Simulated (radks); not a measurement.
Question: These are the eigenvalues of the occupied orbitals of an atom or ion with whole-number occupations (Ry). All-electron calculation, scalar-relativistic Kohn-Sham, SCAN, spin-polarised, spherical densities, finite nucleus; meta-GGA in the generalised Kohn-Sham scheme; Fermi nuclear charge, rms radius of each element as measured or else 0.836 A^(1/3) + 0.57 fm. Program: a radial shooting solver on a logarithmic mesh with Libxc functionals.

1s up: -2192.512
1s down: -2192.112
2s up: -449.0257
2s down: -448.7621
2p up: -418.8685
2p down: -418.4431
3s up: -175.5059
3s down: -173.8722
3p up: -165.7665

Which element is it, and in what charge state? The configuration may be excited. Open shells, if any, are filled with parallel spins first.

Answer: Z = 49, indium, charge +35: In35+ in [Ne] 3s2 3p2. The list shows which subshells hold electrons but not how many an open one holds; the 1s level, -1096.3 hartree, gives Z - s = 46.8 by -(Z - s)^2/2, which with screening and relativity narrows Z to a few neighbours, and the depths of the outer levels then fix element, charge and occupations together.
